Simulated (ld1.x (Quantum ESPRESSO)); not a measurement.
LDA (PZ) TM dataset for tin (Sn), scalar-relativistic all-electron reference.

tin, norm-conserving Troullier–Martins (Kleinman–Bylander form), made with ld1.x (Quantum ESPRESSO) 7.5 (LDA (PZ), scalar-relativistic). Core [Kr] 4d10, reference 5s2 5p1.5 (charge +0.5). Waves: 5s (bound): rc 1.80 bohr; 5p (bound): rc 2.10 bohr. Local part: the p channel. Core correction: a·sin(br)/r model core, default radius (core density twice the valence density).

Poles of the logarithmic derivatives, all-electron (AE) and pseudo (PS). s: poles at 1.4 (AE) and 0.7, 3.8 (PS) Ry. p: poles at 3.0 (AE) and 2.6 (PS) Ry. Test radius 2.30 bohr.

- Cutoffs needed: 21 Ry and 45 Ry (the cutoffs (Ry, on a coarse ladder) from which the occupation-weighted sum of valence levels, in a spherical-Bessel basis at the reference potential, stays within 10 and 1 mRy of its value at 400 Ry)
- Ghost test: no extra level below or beside the all-electron valence levels (s, p, d, f tested) (spherical-Bessel basis up to 400 Ry, 20 bohr box)
- Largest excitation error: -252 meV (all-electron minus pseudo) for 5s1 5p0, out of 7 test configurations
